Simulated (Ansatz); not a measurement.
Start from `N#COBO` and change one atom or group to get `N#COCO`.

Ansatz, PBE0-D4/def2-TZVP geometries, multiplicity 1. Each molecule was computed in one conformer, which needn't be the lowest.

```tsv
property	`N#COBO`
HOMO–LUMO gap (B3LYP/def2-TZVPP) / eV	7.91
size of the dipole moment (B3LYP/def2-TZVPP) / D	5.08
size of the dipole moment (PBE/def2-TZVPP) / D	5.05
HOMO energy (ωB97M-V/def2-TZVPP) / eV	-11.32
HOMO energy (PBE0/def2-TZVPP) / eV	-9.00
zero-point energy (PBE0-D4/def2-TZVP) / kJ/mol	108.8
```

Question: Give the same properties after the change, and the shifts. (An estimate is asked.)

Answer: Computed: 
```tsv
property	`N#COCO`	shift
HOMO–LUMO gap (B3LYP/def2-TZVPP) / eV	8.23	0.32
size of the dipole moment (B3LYP/def2-TZVPP) / D	4.21	-0.87
size of the dipole moment (PBE/def2-TZVPP) / D	4.24	-0.81
HOMO energy (ωB97M-V/def2-TZVPP) / eV	-10.92	0.40
HOMO energy (PBE0/def2-TZVPP) / eV	-8.58	0.42
zero-point energy (PBE0-D4/def2-TZVP) / kJ/mol	147.4	38.6
```

With PBE0 the HOMO rises by 0.42 eV and the LUMO rises by 0.86 eV, so the gap widens by about 0.44 eV. PBE moves the HOMO by 0.48 eV and ωB97M-V by 0.40 eV. The zero-point energy changes by 38.6 kJ/mol with +3 modes. Dipoles are sizes alone; their direction can turn.

B3LYP here is the variant with VWN-RPA as its local correlation; programs differ in this.
